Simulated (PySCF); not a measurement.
# Yb(III) with more and more H2O

Computed with PySCF 2.14.0, PBE0, def2-SVP on the ligands, density fitting, scalar-relativistic core potentials, no spin-orbit coupling, vacuum. The metal has lcecp-1-SVP with ECP59. Each complex is relaxed within the symmetry of its template. Distances are means of the shortest metal–ligand contacts, charges and spins Mulliken's; removal energies are rigid, with the ligand's formal charge and no counterpoise, so too large; for an anion taken off a cation in vacuum most of it is the attraction of opposite charges, and multiply charged cations can part far more cheaply with an electron moved from ligand to metal. lcecp potentials hold a fixed number of 4f electrons in the core, out of states, spins and gaps.

```tsv
complex	point group	M–H2O (Å)	charge on M (e)	removal of one H2O (eV)	strongest infrared band, degenerate modes summed (cm⁻¹)	unstable modes (below −25 cm⁻¹)
[Yb(H2O)]3+	C2v	2.120	2.53	5.53	3363	0
[Yb(H2O)2]3+	C1	2.157	2.19	4.67	3465	0 (lowest -7 cm⁻¹, within noise)
[Yb(H2O)4]3+	S4	2.223	1.70	3.61	–	not given
[Yb(H2O)5]3+	C2, nearly C2v	2.263	1.50	3.10	652	0
```

(1) What does the calculation give for [Yb(H2O)3]3+?

Members with unstable modes aren't minima as they stand: saddle points kept by symmetry or, where the modes are soft, flat surfaces and noise. Moved off a saddle point of the template and relaxed again: [Yb(H2O)2]3+, [Yb(H2O)3]3+, [Yb(H2O)4]3+, [Yb(H2O)5]3+. One start shape was tried for each, so a minimum needn't be the lowest isomer.

## Answers

(1) point group: D3, M–H2O (Å): 2.196, charge on M (e): 1.93, removal of one H2O (eV): 4.06, strongest infrared band, degenerate modes summed (cm⁻¹): 3550, unstable modes (below −25 cm⁻¹): 0 (lowest -20 cm⁻¹, within noise).
```xyz
10

Yb    0.0000    0.0000    0.0000
O     2.1960    0.0000    0.0000
H     2.8133   -0.7280    0.2612
H     2.8133    0.7279   -0.2612
O    -1.0980    1.9018    0.0000
H    -0.7762    2.8004    0.2612
H    -2.0371    2.0724   -0.2612
O    -1.0980   -1.9018    0.0000
H    -2.0371   -2.0724    0.2612
H    -0.7762   -2.8004   -0.2612
```
